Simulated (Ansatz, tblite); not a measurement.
Forces on Sn(SMe)H3 (CH6SSn) at its r2SCAN-D4/def2-SVP geometry. Charge 0, multiplicity 1.

In the def2 sets Sn takes a core potential; there is no spin–orbit coupling. The xTB rows come from tblite.

GFN1-xTB (tblite), largest force 0.84 eV/Å:

```xyz
9
positions Å, forces eV/Å
Sn   -0.197   -0.928    1.321    0.113    0.396   -0.210
S     0.442    1.261    0.496   -0.263   -0.746   -0.279
C     0.217    0.992   -1.302    0.031    0.099   -0.038
H     0.881    0.202   -1.684   -0.273    0.263    0.194
H     0.487    1.939   -1.792   -0.074   -0.278    0.205
H    -0.827    0.756   -1.555    0.397    0.045    0.148
H    -1.833   -1.238    0.906    0.542    0.007    0.196
H     0.018   -0.873    3.015   -0.092   -0.093   -0.524
H     0.811   -2.112    0.595   -0.380    0.308    0.307
```

GFN2-xTB (tblite), largest force 0.54 eV/Å:

```
Sn 0.088 0.243 0.070
S -0.141 -0.349 -0.384
C -0.005 0.092 -0.438
H -0.251 0.300 0.312
H -0.088 -0.339 0.284
H 0.418 0.083 0.265
H 0.256 -0.040 0.079
H -0.072 -0.100 -0.325
H -0.205 0.111 0.136
```

PBE-D4/def2-TZVP (Ansatz), largest force 0.17 eV/Å:

```
Sn 0.048 0.155 -0.053
S -0.026 -0.082 0.000
C -0.016 -0.023 -0.107
H -0.045 0.054 0.053
H -0.011 -0.041 0.033
H 0.074 0.016 0.045
H -0.079 -0.016 -0.028
H 0.009 -0.004 0.096
H 0.047 -0.059 -0.041
```
